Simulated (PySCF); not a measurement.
**Gallium: a sound run and one with changed settings**

Sound run: Ga⁺ [Ar] 3d10 4s2, Ga²⁺ [Ar] 3d10 4s1. All numbers are calculated (PySCF 2.14, the non-relativistic Hamiltonian (point nucleus), in 6-31G*). In the sound run the correlated levels freeze [Ar] 3d10. The sound run starts from symmetry-adapted Hartree-Fock orbitals and uses a fine grid where one is needed.

Changed run: basis STO-3G. This setting is unsound on purpose.

| species | method | sound run (hartree) | changed run (hartree) | converged |
| --- | --- | --- | --- | --- |
| Ga⁺ | UHF | -1922.73879 | -1900.61973 | yes |
| Ga⁺ | LDA | -1921.28121 | -1898.51946 | yes |
| Ga⁺ | PBE0 | -1924.05617 | -1901.57908 | yes |
| Ga⁺ | MP2 | -1922.76195 | -1900.64155 | yes |
| Ga⁺ | CCSD(T) | -1922.77363 | -1900.65720 | yes |
| Ga²⁺ | UHF | -1922.05571 | -1900.00347 | yes |
| Ga²⁺ | LDA | -1920.51073 | -1897.84779 | yes |
| Ga²⁺ | PBE0 | -1923.31114 | -1900.91574 | yes |

Ionisation energy of Ga⁺:

```json
{"method": "UHF", "sound run (eV)": "18.588", "changed run (eV)": "16.769"}
{"method": "LDA", "sound run (eV)": "20.966", "changed run (eV)": "18.277"}
{"method": "PBE0", "sound run (eV)": "20.273", "changed run (eV)": "18.050"}
{"method": "MP2", "sound run (eV)": "19.218", "changed run (eV)": "17.363"}
{"method": "SCS-MP2", "sound run (eV)": "19.344", "changed run (eV)": "17.482"}
{"method": "CCSD", "sound run (eV)": "19.536", "changed run (eV)": "17.789"}
{"method": "CCSD(T)", "sound run (eV)": "19.536", "changed run (eV)": "17.789"}
{"method": "CCSDT", "sound run (eV)": "19.536", "changed run (eV)": "17.789"}
{"method": "FCI", "sound run (eV)": "19.536", "changed run (eV)": "17.789"}
```

A minimal basis cannot let orbitals breathe on ionisation and holds almost no correlation.

For comparison, NIST gives 20.515 eV between the lowest levels.
